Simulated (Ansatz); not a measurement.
C$_{2}$H$_{3}$O$_{2}$ (SMILES [CH2]C(=O)O), doublet (typed; the unrestricted solution is spin-contaminated), at a GFN2-xTB geometry; CCSD(T)/STO-3G (Ansatz, a program for electronic structure).

The Ansatz input:
Ansatz 0.2 input:
```yaml
crystal:
  periodic: [false, false, false]
  atoms:
    - {symbol: C, position_ang: [-1.36117832, -0.26974965, 0.13237859]}
    - {symbol: C, position_ang: [0.00579222, 0.10746035, -0.00938527]}
    - {symbol: O, position_ang: [0.41203326, 1.24989483, -0.13701374]}
    - {symbol: O, position_ang: [0.85181276, -0.94705890, 0.00975486]}
    - {symbol: H, position_ang: [-1.62384014, -1.30516767, 0.23952430]}
    - {symbol: H, position_ang: [-2.11821760, 0.49114534, 0.13041341]}
    - {symbol: H, position_ang: [1.76360616, -0.63492926, -0.08982650]}
basis:
  gaussian:
    orbitals: STO-3G
magnetization: {spin_polarized: true, initial_magnetization: 1}
correlation: {method: ccsd_t, electrons: outside_noble_gas}
accuracy: high
```

It wrote (shortened):

```
Functional definition: HF
445 factors; integrals over basis functions are off by at most 4.3e-9 eV
mean field evaluation 1: about -6094.7597 eV, gradient 2.6e1 eV
mean field evaluation 2: about -6094.9164 eV, gradient 2.6e1 eV
mean field evaluation 4: about -6099.7688 eV, gradient 3.2e0 eV
mean field evaluation 8: about -6100.3247 eV, gradient 3.2e-1 eV
mean field evaluation 16: about -6100.3194 eV, gradient 1.1e-6 eV
mean field evaluation 32: about -6098.3210 eV, gradient 6.5e-2 eV
mean field evaluation 64: about -6098.1396 eV, gradient 1.7e-1 eV
mean field evaluation 96: about -6098.3210 eV, gradient 2.5e-4 eV
mean field -6100.31944818 eV, -224.1826047755 hartree, gradient 1.8e-8 eV, S^2 1.016927; 3 other end points of the search recorded, 0 dependent functions left out
determinant -6100.31944818 eV, -224.1826047755 hartree, with singles and doubles -6105.95542856 eV, -224.3897232342 hartree
determinant -6098.32101560 eV, -224.1091637330 hartree, with singles and doubles -6103.97617553 eV, -224.3169870270 hartree
determinant -6098.29296514 eV, -224.1081328973 hartree, with singles and doubles -6103.97287252 eV, -224.3168656437 hartree
determinant -6098.12870745 eV, -224.1020965386 hartree, with singles and doubles -6103.99458368 eV, -224.3176635141 hartree
4 core orbitals not correlated
reference -6100.31944818 eV, -224.1826047755 hartree; 12, 11 occupied and 7, 8 virtual orbitals, 445 factors
second order -4.07557616 eV of doubles, -0.00000000 eV of singles
cycle   1  -5.63814831 eV  change   -2.2e-3 eV  update   2.9e-3
cycle   2  -5.64037608 eV  change   -2.2e-3 eV  update   2.2e-3
cycle   3  -5.64146055 eV  change   -1.1e-3 eV  update   1.3e-3
cycle   4  -5.64244169 eV  change   -9.8e-4 eV  update   7.3e-4
cycle   5  -5.64395494 eV  change   -1.5e-3 eV  update   2.6e-4
cycle   6  -5.64440876 eV  change   -4.5e-4 eV  update   1.1e-4
cycle   7  -5.64420798 eV  change    2.0e-4 eV  update   4.9e-5
cycle   8  -5.64406401 eV  change    1.4e-4 eV  update   2.3e-5
cycle   9  -5.64400955 eV  change    5.4e-5 eV  update   1.0e-5
cycle  10  -5.64400298 eV  change    6.6e-6 eV  update   3.2e-6
cycle  11  -5.64400265 eV  change    3.4e-7 eV  update   1.1e-6
cycle  12  -5.64400246 eV  change    1.9e-7 eV  update   3.8e-7
cycle  13  -5.64400204 eV  change    4.2e-7 eV  update   1.4e-7
cycle  14  -5.64400199 eV  change    4.7e-8 eV  update   6.0e-8
cycle  15  -5.64400191 eV  change    7.4e-8 eV  update   4.1e-8
cycle  16  -5.64400168 eV  change    2.3e-7 eV  update   9.5e-8
cycle  17  -5.64400167 eV  change    8.8e-9 eV  update   3.9e-8
cycle  18  -5.64400164 eV  change    2.8e-8 eV  update   2.0e-8
cycle  19  -5.64400163 eV  change    1.2e-8 eV  update   1.1e-8
cycle  20  -5.64400162 eV  change    1.3e-8 eV  update   5.0e-9
cycle  21  -5.64400161 eV  change    7.7e-9 eV  update   2.4e-9
cycle  22  -5.64400161 eV  change    1.3e-9 eV  update  9.0e-10
perturbative correction -0.13185617 eV, -0.0048456249 hartree
Total energy: -6106.09530596 eV, -224.3948636339 hartree
```
